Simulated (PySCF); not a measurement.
Cl$_{4}$OW, charge +1, doublet, at a GFN2-xTB geometry (such geometries of metal compounds can be far from the true shape) (the multiplicity is a formal guess) (core potentials on W). Base run: DF-SVWN5/def2-SVP in PySCF.

Input for PySCF:
```python
from pyscf import gto, scf, dft

mol = gto.Mole()
mol.atom = '''
    W     0.193124   -0.178957   -0.031959
    O     1.598712   -0.521249   -0.858230
    Cl    0.552707   -0.371550    2.094302
    Cl   -1.179723    1.025600   -1.593287
    Cl   -1.188584   -1.829558   -0.263852
    Cl    0.222607    2.199791    0.305827
'''
mol.basis = 'def2-svp'
mol.ecp = {'W': 'def2-svp'}
mol.charge = 1
mol.spin = 1
mol.verbose = 4
mol.build()

mf = dft.UKS(mol)
mf.xc = 'lda,vwn'
mf = mf.density_fit(auxbasis='def2-universal-jkfit')
mf.kernel()
mf.analyze()
```

Variants of this job, named by their change:

| change | ΔE vs base (mEh) | SCF cycles | <S^2> | outcome |
|---|---|---|---|---|
| base | 0.000 | 15 | 0.752 | converged |
| init_guess = sap | 0.000 | 26 | 0.752 | converged |
| level_shift = 1.0 (with mf.max_cycle = 100) | 0.000 | 84 | 0.752 | converged |
| diis = off; damp = 0.6 (with mf.diis_start_cycle = 200; with mf.max_cycle = 150) | - | 150 | - | not converged |
| init_guess = huckel | 0.000 | 27 | 0.752 | converged |
| conv_tol = 1e-6 | 0.000 | 12 | 0.752 | converged |
| conv_tol = 1e-11 | 0.000 | 16 | 0.752 | converged |
| init_guess = vsap | - | - | - | input refused |
| DIIS = EDIIS | - | 50 | - | not converged |
| DIIS = ADIIS | 0.000 | 28 | 0.752 | converged |
| conv_tol_grad = 1e-7 | 0.000 | 21 | 0.752 | converged |
| diis_space = 20 | 0.000 | 15 | 0.752 | converged |
| conv_tol_grad = 1e-3 | 0.000 | 13 | 0.752 | converged |

Open shells are given as the SCF converged; they aren't shown to be the lowest states, and a large step between rows can be another state.

- init_guess = vsap: ended with `AssertionError: ECP or PP not supported`
